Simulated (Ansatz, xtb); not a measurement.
# Relative energy of two isomers of BClFH2N2

We compare X, `N[N]B(F)Cl`, a doublet, with Y, `[NH]NB(F)Cl`, a doublet. Both are isolated molecules in the gas phase, relaxed with PBE0-D3(BJ)/def2-SVP; the shapes shown needn't be the lowest conformers.

X (Å):

```xyz
7

B     0.7957   -0.0065   -0.2158
Cl   -0.4558    1.1384    0.3460
F     1.7328   -0.3534    0.6467
N    -0.1406   -0.1635   -2.3426
N     0.7992   -0.5322   -1.5303
H    -0.8775    0.4909   -2.0613
H    -0.1437   -0.5366   -3.2862
```

Y (Å):

```
atom    x (Å)    y (Å)    z (Å)
   B  -0.2874   0.7201  -3.0784
  Cl  -0.9160  -0.5585  -4.0831
   F  -0.7399   1.9602  -3.2114
   N   1.2678  -0.6886  -1.8417
   N   0.7152   0.5004  -2.0931
   H   1.9495  -0.5352  -1.0892
   H   1.0102   1.3210  -1.5615
```

**Question.** Estimate E(Y) − E(X) at the level CCSD(T)/def2-SVP + ΔMP2/def2-TZVPP.

**Answer.** Too close to call at this level: CCSD(T)/def2-SVP + ΔMP2/def2-TZVPP gives E(Y) − E(X) = −7.97 kJ/mol.

How the difference moves with the method:

```
                             level              geometry  E(Y) − E(X) (kJ/mol)  departure from the last row (kJ/mol)  job, with rough time for the two
                          GFN2-xTB              GFN2-xTB                  +14.69                                +22.66              optimisation, 0.14 s
                         HF/STO-3G              GFN2-xTB                  −63.91                                −55.95              single point, 0.24 s
                r2SCAN-D4/def2-SVP              GFN2-xTB                   −5.23                                 +2.74                 single point, 4 s
              PBE0-D3(BJ)/def2-SVP  PBE0-D3(BJ)/def2-SVP                   +4.53                                +12.49                optimisation, 50 s
                       HF/def2-SVP  PBE0-D3(BJ)/def2-SVP                  −31.53                                −23.56           part of the CCSD(T) run
                      MP2/def2-SVP  PBE0-D3(BJ)/def2-SVP                   −1.82                                 +6.15           part of the CCSD(T) run
                  CCSD(T)/def2-SVP  PBE0-D3(BJ)/def2-SVP                   −9.57                                 −1.61                      single point
CCSD(T)/def2-SVP + ΔMP2/def2-TZVPP  PBE0-D3(BJ)/def2-SVP                   −7.97                                                      single point, 29 s
```

As drawn, both hold the same kinds of bond in the same numbers.

GFN2-xTB, PBE0-D3(BJ)/def2-SVP put the two in the other order. MP2/def2-SVP finds them nearly level. The largest departure from CCSD(T)/def2-SVP + ΔMP2/def2-TZVPP is that of HF/STO-3G, 55.95 kJ/mol. The last row adds to CCSD(T) the change of the MP2 difference between the two basis sets, here +1.61 kJ/mol.

With harmonic frequencies from PBE0-D3(BJ)/def2-SVP (ideal gas, rigid rotor, one conformer each, 298.15 K, 1 atm): on the last row, ΔE + ΔZPE = −7.43, ΔH = −8.13, ΔG = −6.81 kJ/mol.

Open shells are spin-unrestricted. The correlated steps freeze 9 core orbitals. Programs: Ansatz 0.2.0, xtb 6.7.1; the last row on 2 threads of Arm Neoverse V2 on a shared host.
